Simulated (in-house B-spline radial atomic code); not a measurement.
The numbers below are computed, except where a source is named.
What the choice of pseudopotential does to G0W0 on PBE: Sr²⁺

All numbers come from an all-electron radial atomic-structure program (B-spline basis), non-relativistic (model numbers for so heavy an element), configuration [Ar] 3d10 4s2 4p6, open shells at high spin. Semilocal Troullier-Martins pseudo-atoms, one channel per l, are made with PBE or LDA for several valence sets and radii, with or without a model core, and set against the all-electron atom. One channel fits only the lowest state of its l, so a second state of that l is approximate. All electrons give 4p: PBE -36.45 eV, G0W0 -43.11 eV. Potentials are made in the ion's own configuration unless the neutral atom is named, and a smooth local potential serves every l without a channel. Potentials that miss their own reference levels by more than 6 millihartree, or need radii over 3.5 bohr, are left out. Columns give pseudo minus all-electron, in eV; a dash marks a level in the core or of low weight.

```tsv
valence	made with	radii (bohr)	model core (bohr)	4p PBE	4p G0W0
4p	PBE, neutral atom	s 3.40 p 1.33 d 2.04	none	+0.19	+1.27
4p	PBE	s 3.40 p 1.53 d 2.15	none	0.00	+1.10
4p	PBE	s 3.40 p 1.53 d 2.15	0.98	0.00	+1.10
4p	PBE, neutral atom	s 3.40 p 1.73 d 2.65	0.98	+0.17	+1.26
4s 4p	PBE, neutral atom	s 1.10 p 1.20 d 1.84	none	-0.08	+0.02
4s 4p	PBE, neutral atom	s 1.23 p 1.33 d 2.04	none	-0.06	+0.06
4s 4p	PBE	s 1.38 p 1.53 d 2.15	none	0.00	+0.13
4s 4p	PBE	s 1.20 p 1.33 d 1.87	0.89	0.00	+0.12
4s 4p	PBE	s 1.38 p 1.53 d 2.15	0.89	0.00	+0.13
3d 4s 4p	PBE, neutral atom	s 1.10 p 1.20 d 1.01	none	-0.08	-0.75
3d 4s 4p	PBE, neutral atom	s 1.60 p 1.73 d 1.47	none	-0.17	-1.03
3d 4s 4p	PBE, neutral atom	s 1.10 p 1.20 d 1.01	0.23	-0.08	-0.76
3d 4s 4p	PBE, neutral atom	s 1.23 p 1.33 d 1.13	0.23	-0.06	-0.75
3p 3d 4s 4p	PBE	s 1.38 p 0.50 d 1.30	none	-0.15	+0.12
```

How does the G0W0 shift of 4p, which all sets hold, depend on the valence set?

Mean size: 4s 4p: 0.09 eV; 3p 3d 4s 4p: 0.12 eV; 3d 4s 4p: 0.82 eV; 4p: 1.18 eV. A larger valence set can do worse when it takes only part of a shell, whose exchange with the frozen rest is then left to the functional. The means mix radii and the functional used in making the potentials.
